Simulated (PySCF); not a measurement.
Gas-phase reaction: TeO2 + 4 FO ⇌ TeF4 + 3 O2

Method: PySCF energies (xtb for GFN2) plus ideal-gas RRHO corrections (1 bar). † marks an energy on the PBE0/def2-TZVP geometry and frequencies; other levels use their own. MP2 and CCSD(T) freeze the core. Open shells (unrestricted): FO (multiplicity 2, electronic degeneracy 4), O2 (multiplicity 3); the rest are closed-shell singlets. GFN2 has no spin-polarisation term. Spin-orbit splitting is ignored; it lowers the true energy and changes the entropy of FO. B3LYP is the form with VWN-RPA correlation. Te: scalar-relativistic def2 core potential, no spin-orbit coupling. MP2 isn't extrapolated to the basis-set limit; its ΔH°(298 K) is -1439.3 kJ in def2-SVP and -1406.1 kJ in def2-TZVPP. CCSD(T) isn't extrapolated to the basis-set limit; its ΔH°(298 K) is -1315.8 kJ in def2-SVP and -1298.0 kJ in def2-TZVPP. The harmonic model lacks anharmonicity and excited electronic states, which grow with temperature; levels with a mode under 35 cm⁻¹ are left out. Warning, large T1 diagnostic: TeO2 (CCSD(T)/def2-SVP†, CCSD(T)/def2-TZVPP†). Warning, point group unlike the PBE0 one: TeF4 (GFN2-xTB).

| level | ΔE electronic, kJ | ΔH°(298 K), kJ | ΔS°(298 K), J/K | ΔG°(1000 K), kJ |
|---|---|---|---|---|
| B3LYP/def2-TZVP† | -1328 | -1317 | -197 | -1125 |
| BLYP/def2-TZVP† | -1264 | -1253 | -197 | -1061 |
| CCSD(T)/def2-SVP† | -1327 | -1316 | -197 | -1124 |
| CCSD(T)/def2-TZVPP† | -1309 | -1298 | -197 | -1106 |
| GFN2-xTB | -986 | -978 | -188 | -797 |
| MP2/def2-TZVPP† | -1417 | -1406 | -197 | -1214 |
| PBE/def2-SVP | -1320 | -1309 | -192 | -1122 |
| PBE/def2-TZVP† | -1305 | -1294 | -197 | -1102 |
| PBE0/def2-TZVP | -1364 | -1353 | -197 | -1161 |
ΔH° is lowest at MP2/def2-TZVPP† and highest at GFN2-xTB. No reference value is set beside these.
